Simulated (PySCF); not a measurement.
Molecule: `InChI=1S/C7H11N/c1-4-5-6-7(2)8-3/h4-5H,2-3,6H2,1H3/b5-4+`.

Bonds (- single, = double, # triple, : aromatic): C1=N2, N2-C3, C3=C4, C3-C5, C5-C6, C6=C7, C7-C8. C1 carries H9, H10; C4 carries H11, H12; C5 carries H13, H14; C6 carries H15; C7 carries H16; C8 carries H17, H18, H19. Stereochemistry as in C=NC(=C)C/C=C/C. H9 is cis to C3; H11 is cis to N2; H10 is trans to C3; H12 is trans to N2.

Frames of a GFN2-xTB Langevin trajectory at 300 K; GIAO PBE0/pcSseg-1 shieldings in PySCF 2.14.0 with density-fitted response routines, gas phase, non-relativistic; equivalent atoms averaged within each frame.

Scale: ¹³C (σ = 186.93 ppm) and ¹H (σ = 31.72 ppm) vs TMS; ¹⁵N (σ = 267.73 ppm) against NH3 (reference shieldings calculated alike). The references are static minima.

How do the shifts (ppm) fluctuate along the trajectory?

Results:


```tsv
time (fs)	C3	C1	C7	C6	C4	C5	C8	N2	H9	H10
optimised geometry	166.7	152.3	137.3	134.7	94.4	44.0	22.0	414.3	7.45	7.02
250	171.9	144.4	140.2	125.9	94.7	51.9	25.1	363.6	8.28	6.61
425	172.6	159.7	131.0	144.2	97.6	44.3	15.3	421.1	8.46	7.72
625	159.1	153.9	138.4	134.7	84.7	51.6	28.5	434.8	8.95	9.09
800	166.6	164.6	134.7	138.1	97.6	43.0	22.7	431.8	7.60	8.50
1000	165.2	147.3	129.4	132.4	91.2	46.8	18.6	418.4	7.93	7.56
mean of frames	167.1	154.0	134.7	135.1	93.1	47.5	22.1	414.0	8.24	7.90
standard deviation	5.5	8.4	4.6	6.8	5.4	4.1	5.2	29.0	0.51	0.95
```

5 frames give an uncertainty of the mean of about the standard deviation over 2.2 at best, since frames this close in time may not be independent; classical motion lacks zero-point vibration, and the reference would need the same averaging.
